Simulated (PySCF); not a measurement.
Job for PySCF: D3(BJ) and D4 dispersion corrections on Cl2 (SMILES ClCl).

```python
from pyscf import gto
from pyscf.dispersion import dftd3, dftd4

mol = gto.M(
    atom='''
    Cl    0.00000000    0.00000000    1.00675153
    Cl   -0.00000000   -0.00000000   -1.00675153
    ''',
    basis='def2-svp',
    charge=0, spin=0, verbose=0, max_memory=1800)
d3, d4 = {}, {}
for xc in ['hf', 'pbe', 'blyp', 'revpbe', 'tpss', 'r2scan', 'b3lyp', 'pbe0', 'bhlyp', 'camb3lyp', 'b2plyp']:
    d3[xc] = float(dftd3.DFTD3Dispersion(mol, xc=xc, version='d3bj', atm=False).get_dispersion()['energy'])
    print(f'D3(BJ) {xc:10s} {d3[xc]:14.8f} Eh')
for xc in ['hf', 'pbe', 'blyp', 'revpbe', 'tpss', 'r2scan', 'b3lyp', 'pbe0', 'bhlyp', 'camb3lyp', 'b2plyp']:
    d4[xc] = float(dftd4.DFTD4Dispersion(mol, xc={'camb3lyp': 'cam-b3lyp'}.get(xc, xc), atm=True).get_dispersion()['energy'])
    print(f'D4     {xc:10s} {d4[xc]:14.8f} Eh')
```

Program output:

```
D3(BJ) hf            -0.01172653 Eh
D3(BJ) pbe           -0.00103354 Eh
D3(BJ) blyp          -0.00247146 Eh
D3(BJ) revpbe        -0.00257012 Eh
D3(BJ) tpss          -0.00134644 Eh
D3(BJ) r2scan        -0.00025140 Eh
D3(BJ) b3lyp         -0.00205691 Eh
D3(BJ) pbe0          -0.00092493 Eh
D3(BJ) bhlyp         -0.00179520 Eh
D3(BJ) camb3lyp      -0.00090479 Eh
D3(BJ) b2plyp        -0.00103505 Eh
D4     hf            -0.00426350 Eh
D4     pbe           -0.00111196 Eh
D4     blyp          -0.00252686 Eh
D4     revpbe        -0.00329835 Eh
D4     tpss          -0.00150158 Eh
D4     r2scan        -0.00022170 Eh
D4     b3lyp         -0.00185755 Eh
D4     pbe0          -0.00091764 Eh
D4     bhlyp         -0.00153393 Eh
D4     camb3lyp      -0.00093718 Eh
D4     b2plyp        -0.00075438 Eh
```

The run finished.

Cost: about 0.04 core-seconds (a rough figure).
